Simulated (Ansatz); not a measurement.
Basis-set extrapolation for CH4AlCl2N (`C[NH][Al]([Cl])[Cl]`) (PBE0-D4/def2-TZVP geometry, frozen core, Ansatz). Multiplicity 1, RHF reference.

```
                       def2-TZVPP    def2-QZVPP
                 HF  -1255.825211  -1255.862416
    MP2 correlation     -0.832111     -0.904178
CCSD(T) correlation     -0.919943       not run
```

Energies in hartree. Use E(X) = E(∞) + A·exp(−7.88·√X) for Hartree–Fock and E(X) = E(∞) + B·X^(−2.97) for correlation, with X = 3 and 4, and add CCSD(T) minus MP2 of the smaller set to the MP2 limit.

Question: What is the CCSD(T) energy at the basis-set limit?

Answer: HF limit: -1255.862416 + (-0.037205) × 0.13774 = -1255.86754. MP2 limit: -0.904178 + (-0.072067) × 0.74074 = -0.95756. Higher-order term: -0.919943 − (-0.832111) = -0.08783. Total: -1256.91293 hartree, 440.5 kJ/mol below CCSD(T)/def2-TZVPP.
